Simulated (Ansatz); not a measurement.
Geometry optimisation, RKS B3LYP-D4/def2-SVP in Ansatz.

input.yaml

```yaml
crystal:
  periodic: [false, false, false]
  atoms:
    - { symbol: "N", position_ang: [-0.5203, -1.2738, 0.1235] }
    - { symbol: Sn, position_ang: [0.07, 0.7096, -0.1412] }
    - { symbol: H, position_ang: [-0.79436, -1.62065, -0.75808] }
    - { symbol: H, position_ang: [-1.3106, -1.21474, 0.76976] }
    - { symbol: H, position_ang: [-0.1205, 1.1707, -1.8342] }
    - { symbol: H, position_ang: [-0.8731, 1.7918, 0.8771] }
    - { symbol: H, position_ang: [1.7898, 0.8296, 0.3085] }
basis:
  gaussian: { orbitals: def2-SVP }
hamiltonian:
  xc: b3lyp
  dispersion: d4
relax:
  f_tol: 0.015
  max_steps: 40
```

Run as:

```bash
$ ansatz run input.yaml --threads 1 --pin off --max-ram 2048MiB --backend cpu --events-out ev --progress --plain --runs-dir out
```

Problem. Where does it end, and by what steps?

Solution. The run converged. The force dipped under the threshold on the way, but the program's further checks kept it going. After 13 steps the energy has fallen by 0.145 eV; H3 moved furthest, 0.70 Å.

```
step  energy less start (eV)  largest force component (eV/Å)  accepted
   0                  0.0000                           1.638       yes
   1                 -0.0704                           0.798       yes
   2                 -0.1148                           0.225       yes
   3                 -0.1232                           0.064       yes
   4                 -0.0682                           1.312        no
   5                 -0.1289                           0.060       yes
   6                 -0.1315                           0.352       yes
   7                 -0.1418                           0.044       yes
   8                 -0.1437                           0.186       yes
   9                 -0.1400                           0.254        no
  10                 -0.1450                           0.073       yes
  11                 -0.1453                           0.002       yes
  12                 -0.1453                           0.047        no
  13                 -0.1454                           0.008       yes
```

```xyz
7
Properties=species:S:1:pos:R:3
N -0.648 -1.132 0.284
Sn 0.056 0.760 -0.144
H -0.273 -1.838 -0.350
H -1.666 -1.192 0.219
H -0.318 1.317 -1.739
H -0.669 1.798 1.017
H 1.759 0.679 0.059
```

Run time: 13 s on 1 thread of AMD EPYC 9R45 96-Core Processor (Zen 5), on a shared host, peak memory 0.14 GiB.
